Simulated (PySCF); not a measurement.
C4H7 (SMILES [CH-]=C(C)C), charge -1, singlet, geometry from GFN2-xTB, with bond 9-8 at 2.2 times its length; HF/def2-SV(P) (PySCF).

PySCF was given this input:
```python
from pyscf import gto, scf

mol = gto.M(
    atom='''
C    -0.01707892    0.13768366    1.56711869
C    -0.00258751    0.01589936    0.23872691
H    -0.01937530   -0.90033578    2.05551585
C     0.00330867    1.25366579   -0.64010594
H    -0.00577892    2.15256181   -0.02325221
H     0.89326881    1.29293502   -1.28777368
H    -0.87285877    1.28799033   -1.30658702
C     0.01031081   -1.25397826   -0.63835837
H     0.00125686   -3.23141759    0.73132029
H    -0.86732463   -1.30245721   -1.30263128
H     0.90215513   -1.29750313   -1.28378223
''',
    basis='def2-sv(p)',
    charge=-1,
    verbose=4,
)

mf = scf.RHF(mol)
mf.kernel()
mo_i, mo_e, stable_i, stable_e = mf.stability(internal=True, external=True, return_status=True, nroots=6, tol=1e-6)
print('internally stable:', stable_i, ' externally stable:', stable_e)
if not stable_e:
    umf = mf.to_uhf() if not hasattr(mf, 'xc') else mf.to_uks()
    umf.scf_summary = {}
    umf.kernel(umf.make_rdm1(mo_e, umf.mo_occ))
```

### Question
Write the output that PySCF gives for this input, abridged.

### Answer

```
PySCF version 2.14.0

[INPUT] verbose = 4
[INPUT] num. atoms = 11
[INPUT] num. electrons = 32
[INPUT] charge = -1
[INPUT] spin (= nelec alpha-beta = 2S) = 0
[INPUT] symmetry False subgroup None
[INPUT] Mole.unit = angstrom
[INPUT] Symbol           X                Y                Z      unit          X                Y                Z       unit  Magmom
[INPUT]  1 C     -0.017078920000   0.137683660000   1.567118690000 AA   -0.032274481303   0.260184409228   2.961425128787 Bohr   0.0
[INPUT]  2 C     -0.002587510000   0.015899360000   0.238726910000 AA   -0.004889685245   0.030045435956   0.451128478464 Bohr   0.0
[INPUT]  3 H     -0.019375300000  -0.900335780000   2.055515850000 AA   -0.036614010581  -1.701388044347   3.884362001203 Bohr   0.0
[INPUT]  4 C      0.003308670000   1.253665790000  -0.640105940000 AA    0.006252480137   2.369084994836  -1.209624917307 Bohr   0.0
[INPUT]  5 H     -0.005778920000   2.152561810000  -0.023252210000 AA   -0.010920576096   4.067752287098  -0.043940308691 Bohr   0.0
[INPUT]  6 H      0.893268810000   1.292935020000  -1.287773680000 AA    1.688033406516   2.443293084659  -2.433539565623 Bohr   0.0
[INPUT]  7 H     -0.872858770000   1.287990330000  -1.306587020000 AA   -1.649464020725   2.433948974788  -2.469091625712 Bohr   0.0
[INPUT]  8 C      0.010310810000  -1.253978260000  -0.638358370000 AA    0.019484607022  -2.369675477559  -1.206322488624 Bohr   0.0
[INPUT]  9 H      0.001256860000  -3.231417590000   0.731320290000 AA    0.002375121177  -6.106494239202   1.381995057437 Bohr   0.0
[INPUT] 10 H     -0.867324630000  -1.302457210000  -1.302631280000 AA   -1.639006011790  -2.461287415865  -2.461616360492 Bohr   0.0
[INPUT] 11 H      0.902155130000  -1.297503130000  -1.283782230000 AA    1.704826117571  -2.451925561466  -2.425996818283 Bohr   0.0

nuclear repulsion = 108.186219887597
number of shells = 38
number of NR pGTOs = 124
number of NR cGTOs = 70
basis = def2-sv(p)
ecp = {}

******** <class 'pyscf.scf.hf.RHF'> ********
method = RHF
initial guess = minao
damping factor = 0
level_shift factor = 0
DIIS = <class 'pyscf.scf.diis.CDIIS'>
diis_start_cycle = 1
diis_space = 8
diis_damp = 0
SCF conv_tol = 1e-09
SCF conv_tol_grad = None
SCF max_cycles = 50
direct_scf = True
direct_scf_tol = 1e-13
Set gradient conv threshold to 3.16228e-05
Initial guess from minao.
init E= -155.298688789085
cycle= 1 E= -154.998462345169  delta_E=  0.3  |g|= 0.517  |ddm|= 3.16
cycle= 2 E= -155.07226571582  delta_E= -0.0738  |g|= 0.309  |ddm|= 1.34
cycle= 3 E= -155.100526809075  delta_E= -0.0283  |g|= 0.0844  |ddm|= 0.685
cycle= 4 E= -155.104171459692  delta_E= -0.00364  |g|= 0.031  |ddm|= 0.22
cycle= 5 E= -155.104759862415  delta_E= -0.000588  |g|= 0.0109  |ddm|= 0.0783
cycle= 6 E= -155.104911344716  delta_E= -0.000151  |g|= 0.00332  |ddm|= 0.0682
cycle= 7 E= -155.104923685033  delta_E= -1.23e-05  |g|= 0.000674  |ddm|= 0.0203
cycle= 8 E= -155.10492416395  delta_E= -4.79e-07  |g|= 0.000228  |ddm|= 0.00366
cycle= 9 E= -155.104924208705  delta_E= -4.48e-08  |g|= 8.13e-05  |ddm|= 0.000944
cycle= 10 E= -155.104924219325  delta_E= -1.06e-08  |g|= 3.64e-05  |ddm|= 0.000378
cycle= 11 E= -155.104924222741  delta_E= -3.42e-09  |g|= 1.75e-05  |ddm|= 0.000257
cycle= 12 E= -155.104924223446  delta_E= -7.05e-10  |g|= 7.07e-06  |ddm|= 0.000114
Extra cycle  E= -155.104924223515  delta_E= -6.9e-11  |g|= 4.56e-06  |ddm|= 2.43e-05
converged SCF energy = -155.104924223515
rhf_internal: lowest eigs of H = [0.39819452 0.41745692 0.7456576  0.89951946 0.99346763 1.04166511]
<class 'pyscf.scf.hf.RHF'> wavefunction is stable in the internal stability analysis
rhf_real2complex: lowest eigs of H = [0.09039271 0.10134745 0.1211863  0.14203938 0.24571615 0.25341367]
<class 'pyscf.scf.hf.RHF'> wavefunction is stable in the real -> complex stability analysis
rhf_external: lowest eigs of H = [-0.15302552  0.04299823  0.06502678  0.07335875  0.09585329  0.19706877]
<class 'pyscf.scf.hf.RHF'> wavefunction has an RHF/RKS -> UHF/UKS instability
internally stable: True  externally stable: False

******** <class 'pyscf.scf.uhf.UHF'> ********
method = UHF
initial guess = minao
damping factor = 0
level_shift factor = 0
DIIS = <class 'pyscf.scf.diis.CDIIS'>
diis_start_cycle = 1
diis_space = 8
diis_damp = 0
SCF conv_tol = 1e-09
SCF conv_tol_grad = None
SCF max_cycles = 50
direct_scf = True
direct_scf_tol = 1e-13
number electrons alpha = 16  beta = 16
Set gradient conv threshold to 3.16228e-05
init E= -155.005666252661
cycle= 1 E= -155.082849906065  delta_E= -0.0772  |g|= 0.108  |ddm|= 0.413
cycle= 2 E= -155.127717447946  delta_E= -0.0449  |g|= 0.0758  |ddm|= 0.286
cycle= 3 E= -155.149696789187  delta_E= -0.022  |g|= 0.0454  |ddm|= 0.278
cycle= 4 E= -155.155107109492  delta_E= -0.00541  |g|= 0.0293  |ddm|= 0.13
cycle= 5 E= -155.158157145809  delta_E= -0.00305  |g|= 0.013  |ddm|= 0.112
cycle= 6 E= -155.158828277281  delta_E= -0.000671  |g|= 0.00547  |ddm|= 0.0885
cycle= 7 E= -155.158868483467  delta_E= -4.02e-05  |g|= 0.00241  |ddm|= 0.018
cycle= 8 E= -155.15887315123  delta_E= -4.67e-06  |g|= 0.00169  |ddm|= 0.00809
cycle= 9 E= -155.158880836386  delta_E= -7.69e-06  |g|= 0.000848  |ddm|= 0.00853
cycle= 10 E= -155.158883052662  delta_E= -2.22e-06  |g|= 0.00057  |ddm|= 0.00314
cycle= 11 E= -155.158884381211  delta_E= -1.33e-06  |g|= 0.000461  |ddm|= 0.00211
cycle= 12 E= -155.158885597072  delta_E= -1.22e-06  |g|= 0.000401  |ddm|= 0.00205
cycle= 13 E= -155.158888305929  delta_E= -2.71e-06  |g|= 0.000231  |ddm|= 0.00634
cycle= 14 E= -155.158889323592  delta_E= -1.02e-06  |g|= 8.85e-05  |ddm|= 0.00539
cycle= 15 E= -155.158889400684  delta_E= -7.71e-08  |g|= 3.77e-05  |ddm|= 0.00152
cycle= 16 E= -155.158889406222  delta_E= -5.54e-09  |g|= 1.26e-05  |ddm|= 0.00039
cycle= 17 E= -155.158889406543  delta_E= -3.21e-10  |g|= 5.21e-06  |ddm|= 5.94e-05
Extra cycle  E= -155.158889406588  delta_E= -4.54e-11  |g|= 3.4e-06  |ddm|= 1.17e-05
converged SCF energy = -155.158889406588  <S^2> = 0.88086119  2S+1 = 2.1268391
```
